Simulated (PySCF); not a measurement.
# Exercise with solution: oscillator strength and radiative lifetime

3-methylthietane (C4H8S), SMILES CC1CSC1.

Geometry optimised at ωB97X-D3(BJ)/def2-SVP.

PySCF with TDA-LC-ωPBE/def2-SVPD puts the first singlet state with f over 0.02 at 6.49 eV (vertical), with the transition dipole (-0.039, -0.402, 0.000) in atomic units.

Q: Find the oscillator strength, the wavelength and the radiative lifetime that this transition would have in vacuum if emission retraced absorption.

A: 
|μ|² = 0.1631 au, so |μ| = 1.03 D. ΔE = 6.49/27.211 = 0.2385 hartree. f = (2/3) ΔE |μ|² = 0.026 (the program prints 0.026).
λ = 1239.84/6.49 = 191 nm; ν = 52345 cm⁻¹.
Einstein's coefficient A = 0.6670 ν² f s⁻¹ (ν in cm⁻¹) = 4.7e7 s⁻¹, so τ = 1/A = 21 ns. This state is S2; the lower singlet has f = 0.000. The figure is the radiative limit of this one transition; relaxation, internal conversion, crossing to triplets and a medium change what is measured.
